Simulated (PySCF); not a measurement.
## Adding and removing an electron: AlBr

r²SCAN; basis Al def2-TZVPPD, Br def2-TZVPPD; no relativity; PySCF 2.14. Neutral (UKS): singlet (closed shell), Re = 2.317 Å, ωe = 371 cm⁻¹, De = 4.68 eV, HOMO -6.19 eV, LUMO -2.37 eV.

AlBr⁺ (UKS): doublet (σ ↑), Re = 2.178 Å, ωe = 473 cm⁻¹, De = 2.05 eV to Al⁺ + Br. The energies at the minima are -2816.59572 hartree for AlBr and -2816.27241 for AlBr⁺.

Question: Work out the adiabatic ionisation energy, without and with harmonic zero-point energies (1 hartree = 27.2114 eV, 1 eV = 8065.5 cm⁻¹), and the change of the bond length.

Answer: At r²SCAN: 0.32331 hartree = 8.798 eV between the minima; the zero-point term (473.0 − 371.0)/2 cm⁻¹ = +0.006 eV makes it 8.804 eV. Re changes by -13.9 pm against the neutral. Minus the HOMO energy is 6.19 eV, -2.61 eV from the value between the minima; self-interaction puts the Kohn–Sham level too high, less so with exact exchange. The electron leaves a σ orbital, and the shorter bond of the ion fits an antibonding orbital, or a change in how ionic the bond is.

AlBr⁻ (UKS): doublet (π ↑), Re = 2.504 Å, ωe = 252 cm⁻¹, De = 1.51 eV to Al + Br⁻. The energies at the minima are -2816.59572 hartree for AlBr and -2816.60842 for AlBr⁻.

Question: Work out the adiabatic electron affinity, without and with harmonic zero-point energies (1 hartree = 27.2114 eV, 1 eV = 8065.5 cm⁻¹), and the change of the bond length.

Answer: At r²SCAN: 0.01270 hartree = 0.346 eV between the minima; the zero-point term (371.0 − 252.0)/2 cm⁻¹ = +0.007 eV makes it 0.353 eV. Re changes by +18.7 pm against the neutral. The electron enters a π orbital, and the longer bond of the ion fits an antibonding orbital, or a change in how ionic the bond is.

Spin–orbit coupling is left out. For an ion De counts to the pair picked by the measured ionisation energies or electron affinities, which need not be the lowest pair at this level. The highest Kohn–Sham level is positive in this anion. Much of that is self-interaction error, but it also means that the finite basis helps to hold the extra electron. States were picked by a PBE0 search and need not be the measured ground states.
